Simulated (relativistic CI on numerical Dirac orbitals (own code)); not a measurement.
Slater and spin-orbit integrals, As31+

Method of calculation: Dirac-Coulomb-Breit CI, KLI orbitals optimised for each configuration, QED by a radiative potential, unscaled Slater integrals (own radial code, finite nucleus).

Slater integrals F^k, G^k are unscaled and averaged over j, outside the closed core (none); ζ comes from projecting the Hamiltonian with its Breit term on Σ l·s of the shell.

- 1s2s: G^0(1s,2s) = 161610 cm⁻¹; <r>(1s) = 0.04467, <r^2>(1s) = 0.002677, <r>(2s) = 0.1815, <r^2>(2s) = 0.03854 (bohr units).
- 1s2p: G^1(1s,2p) = 348750, ζ(2p) = 268470 cm⁻¹; <r>(1s) = 0.04468, <r^2>(1s) = 0.002678, <r>(2p) = 0.1536, <r^2>(2p) = 0.0284 (bohr units).
- 1s3s: G^0(1s,3s) = 42427 cm⁻¹; <r>(1s) = 0.04462, <r^2>(1s) = 0.00267, <r>(3s) = 0.4119, <r^2>(3s) = 0.193 (bohr units).

Averages of the first 10 configurations, taken without configuration mixing, which lowers the lowest level and can move excited configurations by several eV; other configurations of the list can lie among them:

```
Configuration  Parity  States  Average energy above the lowest level (eV)
          1s²    even       1                                         0.0
         1s2s    even       4                                     10856.1
         1s2p     odd      12                                     10922.1
         1s3s    even       4                                     12863.3
         1s3p     odd      12                                     12882.3
         1s3d    even      20                                     12893.5
         1s4s    even       4                                     13559.9
         1s4p     odd      12                                     13567.8
         1s4d    even      20                                     13572.6
         1s4f     odd      28                                     13574.0
```
